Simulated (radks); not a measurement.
Task: The table gives one normalised radial function P(r) = r R(r) (large component) of Pm in [Xe] 4f3 5d2 6s2 (r in bohr). Method: Dirac Kohn-Sham, PBEsol, spin-unpolarised, spherical densities, point nucleus; open shells fill j = l - 1/2 first; computed with a radial shooting solver on a logarithmic mesh with Libxc functionals.

r	P
0.003817	0.0002
0.005173	0.0005
0.007011	0.0013
0.009579	0.0031
0.01298	0.0072
0.01759	0.0162
0.02404	0.0360
0.03257	0.0754
0.0445	0.1516
0.06031	0.2776
0.08174	0.4589
0.1117	0.6636
0.1513	0.7684
0.2051	0.6090
0.2802	0.0603
0.3798	-0.6995
0.5147	-1.2627
0.7031	-1.2752
0.9529	-0.8412
1.291	-0.3673
1.764	-0.0962
2.391	-0.0145
3.241	-0.0010
4.427	0.0000
6	0.0000
8.132	0.0000
11.11	0.0000

Which n and l does it have? It may be an empty orbital.

Result: n = 4, l = 2: the number of nodes gives n - l - 1 = 1, the rise at small r points to l (this Dirac orbital starts as r^gamma with gamma = sqrt((l + 1)^2 - (Z/c)^2) = 2.97; the j = 5/2 orbital of l + 1 starts with the same power, but with a smaller coefficient, and then steepens), and the extent must fit the shell. The curve is that of 4d5/2; the two j differ most near the nucleus, where j = l - 1/2 has the larger amplitude, and in heavy atoms j = l - 1/2 is also the more compact. 4d5/2: eigenvalue -134.48 eV, 1 radial node at r = 0.288 bohr, <r> = 0.685 bohr, 90 % of the charge inside 1.03 bohr.
